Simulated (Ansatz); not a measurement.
System: bromo(trifluoro)germane, sum formula GeBrF3 (charge 0, singlet). SMILES: [F][Ge]([F])([F])[Br]
Geometry: optimised at B3LYP-D3(BJ)/def2-TZVP (Ansatz, an electronic-structure program).

Wanted: vertical electron affinity (to the doublet state of charge -1; a negative value means that the extra electron is unbound and the number depends on the basis; each state is the SCF solution reached for its spin; the molecule has degenerate orbitals, so one determinant may break the symmetry), in eV. Correlated levels leave the core frozen unless marked. Open shells are spin-unrestricted. Spin-orbit coupling is left out. Frozen are the shells of the preceding noble gas and the d and f shells that filled before the atom's block. No relativistic terms. Anions need diffuse functions: aug- sets have them; def2-D sets add few. Basis-set limits of correlation are two-point, X^-3; Hartree-Fock from the larger set. [CCSD(T)-MP2]/basis is that difference in the basis named.

```
level                                                          program  vertical electron affinity (eV)
-------------------------------------------------------------  -------  -------------------------------
SVWN5/def2-TZVPD                                                Ansatz                                ?
PBE0/def2-TZVPD                                                 Ansatz                                ?
SCS-MP2/aug-cc-pVTZ                                             Ansatz                            -0.07
CCSD/aug-cc-pVDZ                                                Ansatz                             0.03
RI-MP2/CBS(aug-cc-pVTZ,aug-cc-pVQZ)+[CCSD(T)-MP2]/aug-cc-pVTZ   Ansatz                            -0.06
```

### Question
What belongs in the gaps?

### Answer

- SVWN5/def2-TZVPD, vertical electron affinity (eV): 0.93
- PBE0/def2-TZVPD, vertical electron affinity (eV): 0.51
